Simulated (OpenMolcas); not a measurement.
**Ti2+: moving the ligands**

Ti2+ with 3 ligands (bromide) in trigonal planar coordination (D3h) at 2.58 Å. A charge of +0.333 e stands 2.6 Å behind each ligand. Ligand basis ANO-RCC-VDZP.

```yaml
Program: OpenMolcas
Method: CASSCF
Basis: ANO-RCC-VDZP [5s4p2d1f]
Scalar_Hamiltonian: DKH2, point nucleus
Active_space: 2 electrons in 5 orbitals (3d)
State_averaging: 2S+1 = 3 even, 10 roots; 2S+1 = 1 even, 15 roots
Spin-orbit_coupling: RASSI with atomic mean-field integrals over the reference wave functions
```

Runs around this geometry, states (labels of D3, the rotations of D3h). Energies in cm-1 above the lowest state or level, χT in cm3 K/mol.

```tsv
R (Å)	Ground state	First state of that spin	First gap with spin-orbit (degeneracies)	χT at 300 K	First state of another spin
2.42	3E	3A2 28.1	73.7 (1, 2)	1.215	1E 9264
2.58	3A2	3E 353.5	44.2 (1, 2)	1.238	1E 9690
2.64	3A2	3E 418.7	40.3 (1, 2)	1.236	1E 9815
```

The ground state changes within this set.

Without dynamic correlation the repulsion within the d shell is too large (B by tens of per cent), so at a given field states of lower spin stand too high. Ligand-to-metal charge-transfer states are missing. With no ligand orbital active B as a rule stays too high, so bands that hang on it stand too high and its fall with covalency is understated. With metal d orbitals alone and no dynamic correlation the field as a rule comes out too small, by tens of per cent, by up to half for chloride and softer ligands. Spin-orbit coupling mixes the spin-free states strongly: the lowest level takes only 59 % from its leading state, 3E (holds for R = 2.42). An orbital doublet at a regular site is open to a Jahn-Teller distortion, which this geometry leaves out (holds for R = 2.42). No measured value stands beside these numbers; the geometry is a model, was not optimised and need not be the one that this ion takes.
